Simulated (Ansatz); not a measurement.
Frontier orbitals of H2Zn, SMILES `[ZnH2]`.

```xyz
3

Zn    0.000    0.000    0.000
H    -0.522    0.825    1.197
H     0.522   -0.825   -1.197
```

The species carries charge 0 and has multiplicity 1. For Zn the d shell is correlated and the shells below it are frozen. Scalar relativity is left out up to krypton. Geometry: relaxed with PBE0-D4/def2-TZVP. Basis def2-TZVPP, Ansatz 0.2.0.

A caution on the coupled-cluster cation, which keeps the state that its UHF reference found: spin contamination of the cation.

```csv
functional,HOMO (eV),LUMO (eV),gap (eV)
PBE,-6.86,-1.40,5.46
revPBE,-6.83,-1.34,5.49
BLYP,-6.79,-1.40,5.39
r2SCAN,-7.16,-0.96,6.20
PBE0,-8.01,-0.68,7.33
B3LYP,-7.85,-0.96,6.89
HSE06 (plane-wave form),-7.60,-1.03,6.57
ωB97M-V,-10.22,0.69,10.91
```

(1) What is the vertical ionisation energy at frozen-core CCSD(T)/def2-TZVPP? (Estimate.)

Answers

(1) The calculation gave: 10.74 eV (T1 of the cation 0.025).

Against PBE, PBE0 changes HOMO and LUMO by −1.15 and +0.73 eV, ωB97M-V by −3.36 and +2.10 eV. A gap of 5.45 eV thus becomes 10.91 eV for the same molecule, so an orbital gap means little without its functional. A positive LUMO is unbound and depends on the basis. −ε(HOMO) differs from that ionisation energy by −3.88 eV with PBE and −0.52 eV with ωB97M-V.

B3LYP here is the variant with VWN-RPA as its local correlation; programs differ in this.
